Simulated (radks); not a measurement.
Q: Valence configurations of Ar3+ (all share [Ne]). Calculated with a radial shooting solver on a logarithmic mesh with Libxc functionals: scalar-relativistic Kohn-Sham, PBE, spin-polarised, spherical densities, finite nucleus; open shells are filled with parallel spins first; Fermi nuclear charge, rms radius 3.4274 fm. Order these by energy: 3s0.5 3p4.5; 3s1 3p4; 3p5; 3s2 3p3; 3s1.5 3p3.5.

A: From the lowest, in eV above it: 3s2 3p3 0.000; 3s1.5 3p3.5 7.769; 3s1 3p4 15.538; 3s0.5 3p4.5 25.328; 3p5 34.324. NIST lists [Ne] 3s2 3p3 as the ground configuration; this level of theory agrees among the configurations tried. The energies are those of spherical high-spin densities, not of single terms.
